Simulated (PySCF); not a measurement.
# P⁻ (phosphorus, charge -1) across methods

[Ne] 3s2 3p4, high-spin 3P determinant. All numbers are calculated (PySCF 2.14, the spin-free X2C one-electron Hamiltonian (Gaussian nucleus), in dyall-acv3z (19s12p6d4f, 113 functions)).

| method | E (hartree) | mean ε 3s β (eV) | mean ε 3p α (eV) | mean ε 3p β (eV) | Σ⟨r²⟩ (bohr²) | ⟨S²⟩ |
| --- | --- | --- | --- | --- | --- | --- |
| PBE | -341.9746 | -5.726 | 0.657 | 1.749 | 52.73 | 2.010 |
| PBE0 | -341.9988 | -6.914 | -0.270 | 1.011 | 50.72 | 2.011 |
| MN15 | -342.2310 | -7.615 | -0.868 | 0.483 | 52.95 | 2.024 |
| UHF | -341.52463 | -9.646 | -2.850 | -0.655 | 50.00 | 2.029 |
| r2SCAN | -342.1015 | -5.681 | 0.402 | 1.664 | 51.39 | 2.021 |
| BP86 | -342.1733 | -5.916 | 0.565 | 1.579 | 52.73 | 2.010 |
| LDA | -340.8566 | -5.968 | 0.571 | 1.691 | 53.07 | 2.012 |
| M06-2X | -342.1173 | -8.091 | -1.111 | 0.282 | 50.53 | 2.017 |

The highest occupied level is positive at PBE, PBE0, MN15, r2SCAN, BP86, LDA, M06-2X: only the finite basis holds that electron, which in a density functional comes from self-interaction.
